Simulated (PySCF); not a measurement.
# Computed properties of Sn(H)3(OMe) (CH6OSn), SMILES [O]([SnH3])C

CH6OSn, SMILES [O]([SnH3])C. The structure is a stationary point at B3LYP-D3(BJ)/def2-SVP. The def2 effective core potentials stand for the cores of Sn; spin–orbit coupling is left out. Other conformers were not sampled. All values are computed for the isolated molecule unless a solvent is named; none is compared with measurement here.

**Structure.** The optimised structure has Cs symmetry. All 21 harmonic modes at B3LYP-D3(BJ)/def2-SVP (PySCF) are real, so it is a minimum. With heavy atoms numbered as in [SnH3:1][O:2][CH3:3], the shortest bond between them is O2–C3 at 1.403 Å and the longest Sn1–O2 at 2.003 Å.

**Vibrations.** The strongest infrared lines (harmonic, unscaled, degenerate partners summed) lie at 1892 cm⁻¹ (199 km/mol, H 99 %), 1122 cm⁻¹ (195 km/mol, O 50 %, C 43 %), 692 cm⁻¹ (175 km/mol, H 98 %). The softest mode is at 87 cm⁻¹ and the zero-point energy is 38.1 kcal/mol.

**Electronic structure.** B3LYP/def2-TZVPD (PySCF) places the frontier levels at -7.26 and -0.84 eV, a gap of 6.42 eV, and gives a dipole moment of 1.49 D and a mean polarisability of 61.4 bohr³.

**Excitations.** TDDFT-ωB97X/def2-SVPD (PySCF) has S1 at 5.95 eV (208 nm, f = 0.004, weak); the most intense of the 10 singlets computed lies at 8.24 eV (f = 0.12). T1 (TDA) is at 5.56 eV. No vertical singlet excitation falls in the visible range (under 3.1 eV).
